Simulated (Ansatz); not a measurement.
The cluster BeF₂⁻. Total charge -1; doublet. Geometry PBE-D4/def2-TZVPD, basis def2-TZVPD, Ansatz.

Cartesian coordinates in Å:
```
Be 0.358 -0.204 -0.039
F 0.095 0.790 -1.067
F -0.453 -0.586 1.106
```

```csv
run,HOMO (eV),LUMO (eV)
A,-0.12,4.43
B,1.71,3.03
C,1.13,3.70
D,1.80,3.10
E,1.77,2.69
F,1.46,3.13
```

The structure comes from a short search, and lower isomers may exist.

HOMO and LUMO are taken over both spins.

The runs used LDA (SPW92), PBE, PBE0, r2SCAN, r2SCANh, ωB97M-V. Estimate which is which.

A ωB97M-V (range-separated); B r2SCAN (0 % exact exchange); C PBE0 (25 % exact exchange); D PBE (0 % exact exchange); E LDA (SPW92) (0 % exact exchange); F r2SCANh (10 % exact exchange). Exact exchange lowers occupied and raises empty levels; among semilocal functionals meta-GGAs tend to open the gap a little, and such runs are hard to tell apart. The gap grows from 0.92 eV (LDA (SPW92)) to 4.55 eV (ωB97M-V). At r2SCAN-D4/def2-TZVPD, PBE0-D4/def2-TZVPD, PBE-D4/def2-TZVPD, LDA (SPW92)/def2-TZVPD and others the highest occupied level of the charge -1 doublet lies above zero (up to 1.80 eV). By energy differences its removal costs 0.74 eV (vertical, to the charge 0 singlet, at PBE-D4/def2-TZVPD); a positive level beside a positive removal energy at the same level points to self-interaction error.
